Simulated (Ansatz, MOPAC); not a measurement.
Diatomic SnF, multiplicity 2 (lowest of 2S+1 = 2, 4 at CCSD(T)/def2-TZVPP on PBE0 minima; our sources give no spin for the ground state, which may be another). No spin–orbit coupling.

The constants come from a fifth-degree fit in 1/R (seven points, main isotopes). Runs in def2 and cc sets follow the lowest solution found near the PBE0 minimum.

Correlated levels freeze the inner cores; with def2 sets outer-core shells near the valence are correlated too. CBS: X⁻³ extrapolation of the correlation energy, Hartree–Fock from the larger set. The state that PM3, PM6, PM7 reach isn't checked; PM7 holds dispersion and hydrogen-bond terms.

Run with Ansatz (a quantum-chemistry and plane-wave program); MOPAC for PM3, PM6, PM7 (differences of heats of formation).  In def2 rows elements past Kr take small-core potentials, without spin–orbit coupling.

```json
[
 {"level": "PM3", "r_e (Å)": "1.928", "ω_e (cm⁻¹)": "752", "ω_e x_e (cm⁻¹)": "6.9", "dipole (D)": "-"},
 {"level": "PM6", "r_e (Å)": "1.990", "ω_e (cm⁻¹)": "584", "ω_e x_e (cm⁻¹)": "0.12", "dipole (D)": "-"},
 {"level": "PM7", "r_e (Å)": "1.960", "ω_e (cm⁻¹)": "607", "ω_e x_e (cm⁻¹)": "2.0", "dipole (D)": "-"},
 {"level": "B97M-V/def2-TZVPP", "r_e (Å)": "1.948", "ω_e (cm⁻¹)": "[?]", "ω_e x_e (cm⁻¹)": "2.7", "dipole (D)": "2.63"},
 {"level": "PBE0/def2-TZVPP", "r_e (Å)": "1.947", "ω_e (cm⁻¹)": "581", "ω_e x_e (cm⁻¹)": "2.6", "dipole (D)": "2.69"},
 {"level": "CAM-B3LYP/def2-TZVPP", "r_e (Å)": "1.948", "ω_e (cm⁻¹)": "584", "ω_e x_e (cm⁻¹)": "2.6", "dipole (D)": "2.81"},
 {"level": "B2PLYP/def2-TZVPP", "r_e (Å)": "1.955", "ω_e (cm⁻¹)": "575", "ω_e x_e (cm⁻¹)": "2.6", "dipole (D)": "-"},
 {"level": "CCSD(T)/CBS(def2-TZVPP, def2-QZVPP)", "r_e (Å)": "[?]", "ω_e (cm⁻¹)": "[?]", "ω_e x_e (cm⁻¹)": "2.7", "dipole (D)": "-"}
]
```

Task: What belongs in the gaps?

Result: 
- CCSD(T)/CBS(def2-TZVPP, def2-QZVPP), r_e (Å): 1.938
- CCSD(T)/CBS(def2-TZVPP, def2-QZVPP), ω_e (cm⁻¹): 589
- B97M-V/def2-TZVPP, ω_e (cm⁻¹): 577
